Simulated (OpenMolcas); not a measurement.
Lines of Ni III: computed and rescaled rates

```yaml
Program: OpenMolcas 26.06
Method: "SS-CASPT2, IPEA 0.25 Eh, imaginary shift 0.1 Eh (closed shells correlated: 3s 3p)"
Basis: ANO-RCC-VTZP [6s5p3d2f1g]
Scalar_Hamiltonian: DKH2, point nucleus
Active_space: 8 electrons in 10 orbitals (3d 4d)
State_averaging: 2S+1 = 3 even, 10 roots; 2S+1 = 1 even, 15 roots
Spin-orbit_coupling: RASSI with atomic mean-field integrals over the reference wave functions, term energies averaged over their components
```

Rates come from the transition moments of the reference wave functions (E1 and E2 in the length form). At fixed line strength A goes as λ^-3 for E1 and M1 and as λ^-5 for E2, so a rate at the computed wavelength can be rescaled to the measured one. Measured vacuum wavelengths follow from level energies in Corliss and Sugar, J. Phys. Chem. Ref. Data 10, 197 (1981). Branching counts decays inside the model space alone, at computed energies, and the table is only a selection of the E2 and M1 lines, drawn from those between levels with measured partners whose computed energy lies within a factor of 1.5 of the measured one.

```csv
Upper,Lower,Type,λ computed (nm),λ measured (nm),A computed (s-1),A rescaled (s-1),Branching %
3d8 1S0,3d8 1D2,E2,253,259.7,1.63e+01,1.43e+01,67.1
3d8 1S0,3d8 3P1,M1,275.9,281.3,5.94e+00,,24.4
3d8 1S0,3d8 3P2,E2,273.6,278.8,1.85e+00,,7.6
3d8 1D2,3d8 3F3,M1,793.6,789.2,5.00e-01,,69.5
3d8 1G4,3d8 3F4,M1,422.8,432.7,3.63e-01,,66.2
3d8 1D2,3d8 3F2,M1,854.4,850.2,2.14e-01,,29.8
3d8 1S0,3d8 3F2,E2,195.2,199,2.12e-01,,0.9
3d8 1G4,3d8 3F3,M1,448.1,459.8,1.83e-01,,33.4
3d8 3P2,3d8 1D2,M1,3357,3802,1.17e-01,,37.7
3d8 3P1,3d8 1D2,M1,3041,3394,9.93e-02,,54.9
3d8 3P2,3d8 3F3,M1,641.9,653.6,8.47e-02,,27.2
3d8 3P2,3d8 3F4,E2,591.2,600.2,7.83e-02,7.26e-02,25.2
3d8 3P0,3d8 3F2,E2,655.8,668.4,7.11e-02,6.46e-02,98.7
3d8 3F3,3d8 3F4,M1,7488,7349,6.22e-02,6.58e-02,100.0
3d8 3P1,3d8 3F3,E2,629.3,640.3,5.75e-02,5.27e-02,31.7
3d8 3F2,3d8 3F3,M1,11150,11000,2.59e-02,2.70e-02,100.0
3d8 3P1,3d8 3F2,E2,667,679.9,2.10e-02,1.91e-02,11.6
3d8 3P2,3d8 3F2,M1,681.1,694.8,1.55e-02,,5.0
3d8 3P2,3d8 3F3,E2,641.9,653.6,1.40e-02,1.28e-02,4.5
3d8 1D2,3d8 3F4,E2,717.5,712.7,4.81e-03,,0.7
3d8 3P1,3d8 3F2,M1,667,679.9,2.70e-03,,1.5
3d8 3P0,3d8 3P1,M1,38960,39540,9.14e-04,8.74e-04,1.3
```

Spin-changing lines and M1 lines between different terms are not rescaled, since their strength hangs on the term gaps too.

The largest correction is for 3d8 1S0 → 3d8 1D2 (E2): 1.63e+01 × (253 / 259.7)^5 = 1.43e+01 s-1, a factor of 0.88.

The computed rate and branching of 3d8 3F3 → 3d8 3F4 give the upper level a radiative lifetime of 1.000 / 6.22e-02 s-1 = 1.61e+01 s, counting decays inside the model space alone. The rescaled rate gives about 1.5e+01 s.

These are rates of the free ion; in crystals, glasses and complexes forced electric-dipole and non-radiative decay shorten such lifetimes by orders of magnitude. No measured rate stands beside these. Rescaling mends the energy factor alone: line strengths can still be far off where a level mixes with configurations outside the active space, and weak or spin-changing lines hang on small mixing coefficients that depend on the term gaps too, so rescaling need not improve them.

CASPT2 breaks the degeneracy within a term, and the mean is taken; among the terms shown or strongly mixed into the levels shown the widest spread is 630 cm-1 (3d8 1G). Active for correlation alone: 4d; no level in the range computed is led by a configuration that fills it, so any true level of that kind is missing. Computed and measured levels are paired by configuration, term and J; levels that our copy of the source lacks, or whose pairing is in doubt (as where it misses far off the trend of its configuration), stay unpaired. Only configurations of the active space appear.
